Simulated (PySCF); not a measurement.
# Sn: ionisation energy

Sn [Kr] 4d10 5s2 5p2 (3P) → Sn⁺ [Kr] 4d10 5s2 5p1 (2P), as a difference of total energies. Calculation: PySCF 2.14, in aug-cc-pV5Z-PP with ECP28MDF (8s8p6d4f3g2h, 139 functions); a scalar-relativistic core potential. Correlated levels: valence: 4s2 4p6 4d10 frozen. The calculations carry no spin-orbit coupling.

| method | ionisation energy (eV) |
| --- | --- |
| UHF | 6.848 |
| LDA | 7.415 |
| PBE | 7.266 |
| r2SCAN | 7.409 |
| M06-L | 6.987 |
| MN15 | 7.321 |
| MP2 (valence) | 7.193 |
| SCS-MP2 (valence) | 7.127 |

**Question.** Estimate what PBE0 gives.

**Answer.** 7.309 eV, closest to MN15 among the rows shown.

**Question.** Estimate what M06 gives.

**Answer.** 7.006 eV, closest to M06-L among the rows shown.

For comparison: 7.389 eV (measured; NIST levels, between the centres of gravity of the two terms).
